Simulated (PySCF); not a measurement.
# BLYP on O⁺ (oxygen, charge +1)

Configuration: [He] 2s2 2p3, high-spin 4S determinant. All numbers are calculated (PySCF 2.14, scalar relativity by spin-free X2C-1e, in dyall-acv3z).

```
Total energy                        : -74.6247 hartree
One-electron energy                 : -98.5318 hartree
Hartree (Coulomb) energy            : 32.0068 hartree
Exchange-correlation energy         : -8.0998 hartree
⟨S²⟩                                : 3.7520
⟨L²⟩                                : 0.000
Sum of ⟨r⟩                          : 5.838 bohr
Sum of ⟨r²⟩                         : 7.480 bohr²
Langevin diamagnetic susceptibility : -5.92 ×10⁻⁶ cm³/mol
```

```csv
shell,electrons,mean orbital energy (eV),"rms radius, mean of both spins (bohr)"
1s α,1,-533.94,0.232
1s β,1,-531.87,0.232
2s α,1,-41.251,1.20
2s β,1,-35.896,1.20
2p α,3,-26.168,1.22
```
